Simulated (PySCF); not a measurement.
PySCF input for In(H)2(OEt) (C2H7InO), SMILES [O](CC)[InH2], TDA-ωB97X/def2-SVPD. Geometry: B3LYP-D3(BJ)/def2-SVP. The structure was generated by enumeration; whether it is a known compound was not checked. The def2 effective core potentials stand for the cores of In; spin–orbit coupling is left out. Other conformers were not sampled.

```python
import numpy as np
from pyscf import gto, scf, dft, tdscf

mol = gto.M(
    atom='''
    In    0.07512831   -0.89621215    0.00000000
    H     1.79679513   -0.80807103   -0.00000000
    H    -1.05451227   -2.19196626    0.00000000
    O    -0.98538910    0.81658273   -0.00000000
    C    -0.60719392    2.16309840    0.00000000
    C     0.89343729    2.42931111    0.00000000
    H    -1.05534428    2.66211911    0.88449482
    H    -1.05534428    2.66211911   -0.88449482
    H     1.37724470    1.99528716    0.89172938
    H     1.09828186    3.51250096   -0.00000001
    H     1.37724470    1.99528716   -0.89172938
    ''',
    basis='def2-SVPD',
    ecp={'In': 'def2-svp'},
    charge=0,
    spin=0,
    symmetry=True,
    max_memory=1600,
    verbose=4,
)
mf = dft.RKS(mol, xc='wb97x').density_fit(auxbasis='def2-universal-jkfit')
mf.grids.level = 3
mf.conv_tol = 1e-9
mf.max_cycle = 100
mf.kernel()
mf.grids = dft.Grids(mol).set(level=1).build(with_non0tab=True)  # coarser grid for the response kernel
td = tdscf.TDA(mf)
td.singlet = True
td.nstates = 10
td.conv_tol = 1e-4
td.positive_eig_threshold = 1e-6
td.kernel(x0=td.get_init_guess(mf, 15))
td.analyze()
tt = tdscf.TDA(mf)
tt.singlet = False
tt.nstates = 4
tt.conv_tol = 1e-4
tt.positive_eig_threshold = 1e-6
tt.kernel(x0=tt.get_init_guess(mf, 9))
tt.analyze(verbose=3)
```

Program output:

```
PySCF version 2.14.0

[INPUT] verbose = 4
[INPUT] num. atoms = 11
[INPUT] num. electrons = 48
[INPUT] charge = 0
[INPUT] spin (= nelec alpha-beta = 2S) = 0
[INPUT] symmetry True subgroup None
[INPUT] Mole.unit = angstrom
[INPUT] Symbol           X                Y                Z      unit          X                Y                Z       unit  Magmom
[INPUT]  1 In     0.075128310000  -0.896212150000   0.000000000000 AA    0.141971930101  -1.693595513008   0.000000000000 Bohr   0.0
[INPUT]  2 H      1.796795130000  -0.808071030000   0.000000000000 AA    3.395450697652  -1.527032935895   0.000000000000 Bohr   0.0
[INPUT]  3 H     -1.054512270000  -2.191966260000   0.000000000000 AA   -1.992739385293  -4.142215905687   0.000000000000 Bohr   0.0
[INPUT]  4 O     -0.985389100000   0.816582730000   0.000000000000 AA   -1.862115525132   1.543117717750   0.000000000000 Bohr   0.0
[INPUT]  5 C     -0.607193920000   2.163098400000   0.000000000000 AA   -1.147430213301   4.087663556485   0.000000000000 Bohr   0.0
[INPUT]  6 C      0.893437290000   2.429311110000   0.000000000000 AA    1.688351787574   4.590732669263   0.000000000000 Bohr   0.0
[INPUT]  7 H     -1.055344280000   2.662119110000   0.884494820000 AA   -1.994311656326   5.030676028871   1.671452968396 Bohr   0.0
[INPUT]  8 H     -1.055344280000   2.662119110000  -0.884494820000 AA   -1.994311656326   5.030676028871  -1.671452968396 Bohr   0.0
[INPUT]  9 H      1.377244700000   1.995287160000   0.891729380000 AA    2.602615289509   3.770546272261   1.685124305428 Bohr   0.0
[INPUT] 10 H      1.098281860000   3.512500960000  -0.000000010000 AA    2.075451922978   6.637664826672  -0.000000018897 Bohr   0.0
[INPUT] 11 H      1.377244700000   1.995287160000  -0.891729380000 AA    2.602615289509   3.770546272261  -1.685124305428 Bohr   0.0

nuclear repulsion = 193.412164597549
point group symmetry = Cs
symmetry origin: [ 4.22701899e-09 -5.96755599e-09 -2.48648175e-10]
symmetry axis x: [ 1.00000000e+00  1.29422231e-09 -4.68175452e-10]
symmetry axis y: [ 1.29422231e-09 -1.00000000e+00  2.42323693e-10]
symmetry axis z: [4.68175452e-10 2.42323695e-10 1.00000000e+00]
num. orbitals of irrep A' = 100
num. orbitals of irrep A" = 51
number of shells = 65
number of NR pGTOs = 230
number of NR cGTOs = 151
basis = def2-SVPD
ecp = {'In': 'def2-svp'}


[settings echo left out]
init E= -324.15939033073
HOMO (A") = -0.571236851022203  LUMO (A") = -0.498504107321692  gap/eV = 1.97916
cycle= 1 E= -344.920729837667  delta_E= -20.8  |g|= 1.78  |ddm|= 13.9
HOMO (A') = -0.138402560604032  LUMO (A') = 0.0740967503146592  gap/eV = 5.78240
cycle= 2 E= -345.26128709364  delta_E= -0.341  |g|= 1.49  |ddm|= 7.84
HOMO (A') = -0.366760821843563  LUMO (A") = 0.0256446723279917  gap/eV = 10.67790
cycle= 3 E= -345.62980058716  delta_E= -0.369  |g|= 0.313  |ddm|= 2.23
HOMO (A") = -0.33395431977548  LUMO (A") = 0.0133455268517193  gap/eV = 9.45051
cycle= 4 E= -345.646136951566  delta_E= -0.0163  |g|= 0.103  |ddm|= 0.348
HOMO (A") = -0.354645756893671  LUMO (A") = 0.00750700595620302  gap/eV = 9.85468
cycle= 5 E= -345.648515779489  delta_E= -0.00238  |g|= 0.0112  |ddm|= 0.173
HOMO (A") = -0.353162678119634  LUMO (A") = 0.00835201825282983  gap/eV = 9.83732
cycle= 6 E= -345.648576290315  delta_E= -6.05e-05  |g|= 0.00479  |ddm|= 0.0305
HOMO (A") = -0.353951367949258  LUMO (A") = 0.00845980898286713  gap/eV = 9.86171
cycle= 7 E= -345.648586930647  delta_E= -1.06e-05  |g|= 0.00115  |ddm|= 0.0117
HOMO (A") = -0.353791098269479  LUMO (A") = 0.00844592609236328  gap/eV = 9.85697
cycle= 8 E= -345.648587939464  delta_E= -1.01e-06  |g|= 0.000362  |ddm|= 0.00399
HOMO (A") = -0.353738988034016  LUMO (A") = 0.00847263425218925  gap/eV = 9.85628
cycle= 9 E= -345.648588083232  delta_E= -1.44e-07  |g|= 9.76e-05  |ddm|= 0.00162
HOMO (A") = -0.353735971972554  LUMO (A") = 0.00847166551736578  gap/eV = 9.85617
cycle= 10 E= -345.648588095586  delta_E= -1.24e-08  |g|= 2.72e-05  |ddm|= 0.000481
HOMO (A") = -0.353738723149674  LUMO (A") = 0.00847103641051028  gap/eV = 9.85623
cycle= 11 E= -345.648588096361  delta_E= -7.75e-10  |g|= 1.13e-05  |ddm|= 0.000113
HOMO (A") = -0.353737301527638  LUMO (A") = 0.0084713755421495  gap/eV = 9.85620
Extra cycle  E= -345.648588096424  delta_E= -6.25e-11  |g|= 7.56e-06  |ddm|= 3.34e-05
converged SCF energy = -345.648588096424
tot grids = 40936
Overwritten attributes  positive_eig_threshold  of <class 'pyscf.tdscf.rks.TDA'>


******** <class 'pyscf.tdscf.rks.TDA'> for <class 'pyscf.df.df_jk.DFSymAdaptedRKS'> ********
nstates = 10 singlet
deg_eia_thresh = 1.000e-03
wfnsym = None
conv_tol = 0.0001
eigh lindep = 1e-12
eigh level_shift = 0
eigh max_cycle = 100


Excitation energies (eV)
[5.04904885 5.43432447 5.96899591 6.14800909 6.71326771 7.44287505
 7.6118173  7.80939695 8.01698007 8.11977995]

** Singlet excitation energies and oscillator strengths **
Excited State   1:   A"      5.04905 eV    245.56 nm  f=0.0011
      23 -> 25       -0.68663
Excited State   2:   A'      5.43432 eV    228.15 nm  f=0.0494
      23 -> 26        0.19330
      24 -> 25       -0.65015
Excited State   3:   A"      5.96900 eV    207.71 nm  f=0.0033
      22 -> 25        0.69387
Excited State   4:   A"      6.14801 eV    201.67 nm  f=0.0206
      24 -> 26        0.57536
      24 -> 27        0.30673
      24 -> 28        0.17323
      24 -> 34       -0.10041
Excited State   5:   A'      6.71327 eV    184.69 nm  f=0.1812
      23 -> 26        0.53640
      23 -> 27        0.28756
      23 -> 28        0.17181
      23 -> 31       -0.10532
      24 -> 25        0.21318
Excited State   6:   A"      7.44288 eV    166.58 nm  f=0.0010
      24 -> 26        0.32532
      24 -> 27       -0.39295
      24 -> 28       -0.37913
      24 -> 29       -0.15394
      24 -> 31        0.20026
Excited State   7:   A'      7.61182 eV    162.88 nm  f=0.0319
      23 -> 26       -0.34023
      23 -> 27        0.34109
      23 -> 28        0.46633
      23 -> 29        0.10734
Excited State   8:   A'      7.80940 eV    158.76 nm  f=0.0339
      22 -> 26        0.45226
      22 -> 28        0.31216
      23 -> 27       -0.30000
      23 -> 28        0.27187
Excited State   9:   A"      8.01698 eV    154.65 nm  f=0.0047
      21 -> 25       -0.12780
      24 -> 27        0.34809
      24 -> 28       -0.50095
      24 -> 29        0.23110
      24 -> 34        0.14491
      24 -> 38        0.12368
Excited State  10:   A"      8.11978 eV    152.69 nm  f=0.0898
      18 -> 25        0.10745
      19 -> 25        0.20802
      21 -> 25       -0.63362
      24 -> 28        0.10888

** Transition electric dipole moments (AU) **
state          X           Y           Z        Dip. S.      Osc.
  1        -0.0000     -0.0000      0.0940      0.0088      0.0011
  2        -0.0989      0.6010     -0.0000      0.3710      0.0494
  3         0.0000     -0.0000      0.1504      0.0226      0.0033
  4         0.0000      0.0000      0.3697      0.1367      0.0206
  5         0.7253     -0.7588      0.0000      1.1019      0.1812
  6        -0.0000      0.0000     -0.0737      0.0054      0.0010
  7        -0.4124      0.0340      0.0000      0.1713      0.0319
  8         0.3795      0.1822     -0.0000      0.1772      0.0339
  9         0.0000     -0.0000     -0.1543      0.0238      0.0047
 10        -0.0000      0.0000     -0.6719      0.4514      0.0898

WARN: ECP detected. Skipping calculation of transition velocity and magnetic dipole moments, which have not yet been implemented.



******** <class 'pyscf.tdscf.rks.TDA'> for <class 'pyscf.df.df_jk.DFSymAdaptedRKS'> ********
nstates = 4 triplet
deg_eia_thresh = 1.000e-03
wfnsym = None
conv_tol = 0.0001
eigh lindep = 1e-12
eigh level_shift = 0
eigh max_cycle = 100


Excitation energies (eV)
[4.81296556 4.87791189 5.67377003 5.74792292]

** Triplet excitation energies and oscillator strengths **
Excited State   1:   A'      4.81297 eV    257.60 nm  f=0.0000
Excited State   2:   A"      4.87791 eV    254.17 nm  f=0.0000
Excited State   3:   A"      5.67377 eV    218.52 nm  f=0.0000
Excited State   4:   A'      5.74792 eV    215.70 nm  f=0.0000
```

Self-consistency was reached.
